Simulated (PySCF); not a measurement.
# [Zr(OH)(NH2)3] (charge 0, multiplicity 1)

All values below come from PBE-D3(BJ)/def2-TZVP // PBE-D3(BJ)/def2-SVP (PySCF).

| Quantity | Value |
|---|---|
| HOMO | -5.34 eV |
| dipole moment | 0.62 D |
| HOMO–LUMO gap | 4.65 eV |
| LUMO | -0.68 eV |
| charge on the central atom (Mulliken) | 1.53 e |
| total energy | -290.7817 Ha |
| cost | very roughly 2.4 core-minutes |

```xyz
12

Zr    -0.0523     0.0373     0.0771
O      0.0428    -1.8942    -0.1537
H      0.0884    -2.8512    -0.2684
N      1.0607     0.6837     1.6821
H      0.7522     1.3342     2.4134
H      1.9580     0.2824     1.9821
N     -1.9778     0.6883     0.3961
H     -2.6952     0.1799     0.9280
H     -2.4401     1.4736    -0.0756
N      0.6462     1.0522    -1.5706
H      0.5260     0.7533    -2.5465
H      1.3085     1.8360    -1.5659
```
Charge 0, spin multiplicity 1.
